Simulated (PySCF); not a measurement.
This PySCF input asks for the NMR shieldings of AlEt2(SMe) (SMILES C[CH2][Al]([CH2]C)[S]C); the geometry comes from PBE0-D3(BJ)/def2-SVP.

```python
import basis_set_exchange as bse
import numpy as np
from pyscf import gto, dft
from pyscf.prop import nmr

atoms = """
Al    0.398406    0.116823    0.130930
C     2.225247    0.198209   -0.581253
C     3.008185   -1.114171   -0.590273
H     2.772030    0.972299   -0.009380
H     2.155177    0.615504   -1.604348
H     4.016243   -0.998448   -1.022484
H     3.135339   -1.519546    0.426147
H     2.492968   -1.893358   -1.174015
C    -0.862774    1.625958    0.231712
C    -2.012693    1.560404   -0.779636
H    -0.289052    2.559281    0.088408
H    -1.269982    1.693272    1.257392
H    -2.690208    2.426859   -0.698360
H    -1.646450    1.540303   -1.819263
H    -2.629661    0.656871   -0.645757
S    -0.222516   -1.880588    0.777726
C    -1.916302   -1.659168    1.424117
H    -1.961198   -2.072597    2.440918
H    -2.622663   -2.210005    0.787882
H    -2.217696   -0.603763    1.458846
"""
names = {"Al": "pcSseg-2", "C": "pcSseg-1", "H": "pcSseg-1", "S": "pcSseg-1"}
basis = {el: gto.basis.parse(bse.get_basis(n, elements=[el], fmt="nwchem")) for el, n in names.items()}
mol = gto.M(atom=atoms, basis=basis, charge=0, verbose=0)
mf = dft.RKS(mol, xc="PBE0")
mf.grids.level = 2
mf.grids.alignment = dft.numint.BLKSIZE   # the property module wants whole blocks of grid points
mf.conv_tol = 1e-9
mf.kernel()

calc = nmr.RKS(mf)   # GIAO
C = mf.mo_coeff
Co = C[:, mf.mo_occ > 0]
resp = mf.gen_response(singlet=True, hermi=2)
def vind(x):   # induced exchange potential for any number of trial vectors
    d = np.einsum("pi,xij,qj->xpq", C, 2 * x.reshape(-1, C.shape[1], Co.shape[1]), Co, optimize=True)
    return np.einsum("xpq,pi,qj->xij", resp(d - d.transpose(0, 2, 1)), C, Co, optimize=True).ravel()
mo1, _ = nmr.rhf.solve_mo1(calc, with_cphf=vind)
sigma = calc.kernel(mo1)
for i, s in enumerate(sigma):   # ppm
    print("%2d %-2s %9.2f" % (i, mol.atom_pure_symbol(i), np.trace(s) / 3))
```

Question: Give the expected output.

Answer: 
```
 0 Al    281.41
 1 C     179.48
 2 C     174.71
 3 H      31.06
 4 H      30.99
 5 H      30.02
 6 H      30.25
 7 H      30.27
 8 C     183.06
 9 C     175.23
10 H      31.03
11 H      30.83
12 H      29.89
13 H      30.33
14 H      30.30
15 S     609.30
16 C     172.07
17 H      29.13
18 H      29.07
19 H      29.09
```

These numbers come from an equivalent density-fitted implementation of the same equations, which agrees with the script to about 0.01 ppm for H and up to a few tenths of a ppm for heavy atoms, so last digits may differ.

Question: Turn these shieldings into chemical shifts. δ = σ(ref) − σ, references computed at the same level: $^{27}$Al (σref 576.18) vs [Al(H2O)6]3+; $^{13}$C (σref 184.41) and $^{1}$H (σref 31.27) against TMS; $^{33}$S (σref 495.66) vs CS2.

Answer: Averaging equivalent atoms: Al 0: 294.8; C 16: 12.3; C 2/9: 9.4; C 1/8: 3.1; H 17/18/19: 2.17; H 5/6/7/12/13/14: 1.09; H 3/4/10/11: 0.29; S 15: -114 ppm. 

Size and cost of the density-fitted run: 217 basis functions, 2.1 min wall time on 1 thread of an Intel Xeon, shared host; peak memory 1.1 GiB.
